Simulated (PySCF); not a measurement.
C2H7O2, SMILES [OH2+]CCO, charge +1.

Geometry optimised at PBE0-D3(BJ)/def2-SVP. The isomer is the one that the SMILES or the coordinates give; other isomers of the formula were not compared. One conformer was computed; it need not be the lowest.

These are PySCF with TDA-M06-2X/def2-SVPD values and carry that method's errors.

Vertical excitations. The molecule is in vacuum.

```tsv
state	energy (eV)	λ (nm)	f	main pairs
S1	8.56	145	0.002	HOMO→LUMO 74 %, HOMO→LUMO+1 18 %
S2	9.40	132	0.007	HOMO−1→LUMO 61 %, HOMO→LUMO+1 21 %
S3	9.77	127	0.004	HOMO→LUMO+1 48 %, HOMO−1→LUMO 26 %, HOMO→LUMO 12 %
S4	10.22	121	0.004	HOMO→LUMO+2 76 %
S5	10.31	120	0.003	HOMO−2→LUMO 71 %
S6	10.89	114	0.046	HOMO−1→LUMO+1 48 %, HOMO−3→LUMO 14 %, HOMO→LUMO+6 9 %
S7	11.07	112	0.017	HOMO→LUMO+6 32 %, HOMO→LUMO+5 14 %, HOMO→LUMO+4 10 %, HOMO−3→LUMO 9 %
S8	11.09	112	0.061	HOMO→LUMO+3 48 %, HOMO−3→LUMO 14 %
S9	11.20	111	0.005	HOMO−1→LUMO+2 32 %, HOMO→LUMO+3 30 %, HOMO−3→LUMO 6 %, HOMO−1→LUMO+6 5 %
S10	11.44	108	0.001	HOMO→LUMO+4 40 %, HOMO→LUMO+6 16 %, HOMO→LUMO+5 13 %, HOMO→LUMO+3 8 %
T1	8.20	151	0	HOMO→LUMO 64 %, HOMO→LUMO+1 22 %
T2	8.98	138	0	HOMO−1→LUMO 63 %, HOMO→LUMO+1 10 %
T3	9.56	130	0	HOMO→LUMO+1 48 %, HOMO−1→LUMO 16 %, HOMO→LUMO 15 %
T4	9.97	124	0	HOMO→LUMO+2 53 %, HOMO−2→LUMO 16 %
```
Triplets are in the Tamm–Dancoff approximation.
